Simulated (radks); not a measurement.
Q: Species: Si3+. Configuration: [Ne] 3s1. All-electron calculation, scalar-relativistic Kohn-Sham, PBE, spin-polarised, spherical densities, finite nucleus; open shells are filled with parallel spins first; Fermi nuclear charge, rms radius 3.1224 fm. Program: a radial shooting solver on a logarithmic mesh with Libxc functionals. Some entries of the table are withheld. Estimate them.

orbital  occ.  eigenvalue (eV)  <r> (bohr)  r(max) (bohr)
1s up       1        -1823.623         (1)        0.07260
1s down     1        -1823.446         (2)        0.07261
2s up       1        -175.9760      0.5663         0.4538
2s down     1        -175.6480      0.5656         0.4539
2p up       3        -132.1106      0.5347         0.3870
2p down     3        -131.7843      0.5335         0.3869
3s up       1         -40.4019       1.839          1.629
3p up       0         -31.6390       2.038          1.784

A: 
(1) 1s up <r> (bohr): 0.1113
(2) 1s down <r> (bohr): 0.1113
